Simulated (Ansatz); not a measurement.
## Relaxing a trial structure of C2H8Cl2OSi2

The starting geometry of this gas-phase triplet was optimised with GFN2-xTB as a singlet; its bonds are those of `C[C@@H](Cl)[SiH2]O[SiH2]Cl`.

```
atom    x (Å)    y (Å)    z (Å)
   C  -1.6409   1.8070   0.1106
   C  -1.9602   1.8066  -1.3719
  Cl  -1.2041   3.2489  -2.1365
  Cl   2.1921   1.1147  -0.1952
   O   0.2998   0.2527  -2.2783
  Si  -1.3172   0.2833  -2.3402
  Si   1.8115   0.8188  -2.1373
   H  -2.1433   0.9655   0.5844
   H  -1.9804   2.7270   0.5847
   H  -0.5705   1.7098   0.2762
   H  -3.0326   1.9456  -1.5180
   H  -1.6802   0.4182  -3.7451
   H  -1.7449  -0.9461  -1.6812
   H   1.9178   2.0812  -2.8492
   H   2.6344  -0.2698  -2.6409
```

Task: Where would you expect an optimisation with PBE-D3(BJ)/def2-SVP to take it?

Result: It loosens into C2H7ClOSi2 + ClH, which stay close as a complex. Contacts that open: C2–Cl3 (1.80 → 3.55 Å), Si7–H14 (1.45 → 2.06 Å). Contacts that close: Cl3–H14 (3.41 → 1.38 Å).

The energy falls by 3.39 eV over 39 steps:

```json
{"step": "1", "E − E(last) (eV)": "3.392"}
{"step": "5", "E − E(last) (eV)": "0.992"}
{"step": "9", "E − E(last) (eV)": "0.385"}
{"step": "14", "E − E(last) (eV)": "0.080"}
{"step": "18", "E − E(last) (eV)": "0.046"}
{"step": "22", "E − E(last) (eV)": "0.027"}
{"step": "26", "E − E(last) (eV)": "0.015"}
{"step": "31", "E − E(last) (eV)": "0.003"}
{"step": "35", "E − E(last) (eV)": "0.000"}
{"step": "39", "E − E(last) (eV)": "0.000"}
```

Final geometry (Å):

```xyz
15

C    -1.7022    1.7224    0.0736
C    -1.9697    1.3713   -1.3503
Cl    0.1800    4.0796   -2.1737
Cl    1.9571    0.5580   -0.1905
O     0.2526    0.0398   -2.7342
Si   -1.3751   -0.1564   -2.2058
Si    1.5321    0.9386   -2.1973
H    -2.6372    2.0095    0.6074
H    -1.0459    2.6235    0.1230
H    -1.2090    0.9111    0.6450
H    -2.4810    2.1465   -1.9506
H    -2.1571   -0.4414   -3.4511
H    -1.3754   -1.3363   -1.2752
H     0.8698    2.8881   -2.2273
H     2.7422    0.6090   -3.0309
```

No frequencies were run, so the end isn't proven a minimum. Open shells are spin-unrestricted. The triplet needn't be the ground state. Run with Ansatz 0.2.0, 3.5 min on 4 threads of Arm Neoverse V1, with other jobs on the host.
